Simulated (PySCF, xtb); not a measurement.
SnI3, SMILES [Sn-]([I])([I])[I], charge -1.

xtb 6.7.1 with GFN2-xTB at its own geometry gives an orbital gap of 5.87 eV.

Geometry: B3LYP-D3(BJ)/def2-SVPD. The isomer is the one that the SMILES or the coordinates give; other isomers of the formula were not compared. The def2 effective core potentials stand for the cores of I, Sn; spin–orbit coupling is left out.

Problem. What does PySCF with HF/def2-SVPD give? (The exact figures need the calculation; the answer reports its results.)

Solution. gap 8.70 eV (levels -4.71 and 3.99 eV).
